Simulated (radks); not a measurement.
The numbers below are computed, except where a source is named.
How relativity changes the ionisation of the vanadium ion V3+ ([Ar] 3d2) to V4+ ([Ar] 3d1). Spin-unpolarised spherical Kohn-Sham, BLYP, point nucleus unless stated (finite: rms radius 3.6002 fm), a radial shooting solver on a logarithmic mesh with Libxc functionals. A level marked "c x" has the speed of light scaled by that factor and shares open shells by 2j + 1; other Dirac levels either fill j = l - 1/2 first or share by 2j + 1.

level	E(V3+) (hartree)	E(V4+) (hartree)	IE (eV)	HOMO	<r> HOMO (bohr)
non-rel.	-941.98704	-940.29361	46.081	3d	1.180
scalar-rel.	-947.41265	-945.72776	45.848	3d	1.185
scalar-rel., finite nucleus	-947.41043	-945.72554	45.848	3d	1.185
Dirac, 2j+1 shares	-947.42420	-945.73934	45.847	3d5/2	1.186
Dirac, low j first	-947.42792	-945.74151	45.890	3d3/2	1.183
Dirac, 2j+1 shares, finite nucleus	-947.42198	-945.73711	45.847	3d5/2	1.186
Dirac, c x 0.75	-951.75938	-950.08118	45.666	3d5/2	1.190
Dirac, c x 1.5	-944.38502	-942.69540	45.977	3d5/2	1.182
Dirac, c x 100	-941.98757	-940.29414	46.080	3d5/2	1.180

NIST Atomic Spectra Database: 46.709 eV (measured). The relativistic part of the total energy of V3+ is -5.435 hartree (Dirac, 2j+1 shares, finite nucleus), 0.58 % of the non-relativistic value. Spin polarisation and multiplet splitting of open shells are left out at every level.

Beside tabulated values, note that spin-unpolarised runs miss the spin-polarisation part of the exchange energy of open shells.
